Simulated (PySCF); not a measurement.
C₆H₉NSi.
Geometry (PBE0-D3(BJ)/def2-SVP, Å), atoms numbered from 1 in this order:
```
atom  x, y, z in Å
N1     0.0435   -2.8725   -0.6697
C2    -0.1002   -1.7479   -0.4329
C3    -0.2633   -0.3323   -0.1217
C4     0.9675    0.3088    0.4960
Si5    2.4621    0.4345   -0.6665
C6    -1.6183    0.1525    0.3147
C7    -2.4079   -0.2302   -0.8909
C8    -1.1209    0.5107   -1.0243
H9     1.2678   -0.2507    1.3972
H10    0.7068    1.3276    0.8276
H11    2.1111    1.2870   -1.8435
H12    2.8761   -0.9161   -1.1447
H13    3.5942    1.0711    0.0720
H14   -1.8653    0.7506    1.1906
H15   -3.3178    0.3503   -1.0744
H16   -2.4679   -1.2841   -1.1958
H17   -0.8732    1.4659   -1.4853
```

The closed-shell ground state was solved at several levels (PySCF, density fitting, gas phase, non-relativistic).

```tsv
level	basis functions	HOMO (eV)	LUMO (eV)	gap (eV)	dipole (D)
CAM-B3LYP/def2-SVPD	236	-9.51	0.99	10.50	4.72
PBE0/pcSseg-1	188	-8.12	0.48	8.60	4.72
```

Question: What might CAM-B3LYP/pcSseg-1 (188 basis functions) give for the same quantities?

Answer: HOMO -9.48 eV, LUMO 1.51 eV, gap 10.99 eV, dipole 4.70 D.

Question: Over all these levels, which gives the widest orbital gap and which the narrowest?

Answer: CAM-B3LYP/pcSseg-1 (range-separated hybrid) has the widest, 10.99 eV, and PBE0/pcSseg-1 (global hybrid, 25 % exact exchange) the narrowest, 8.60 eV. The two share the basis. From the narrowest to the widest the HOMO moves by -1.36 eV and the LUMO by +1.03 eV.

Question: How far do the dipole and the HOMO energy spread over the levels?

Answer: The dipole runs from 4.70 to 4.72 D (mean 4.71 D) and the HOMO from -9.51 to -8.12 eV.

One conformer stands for the species.
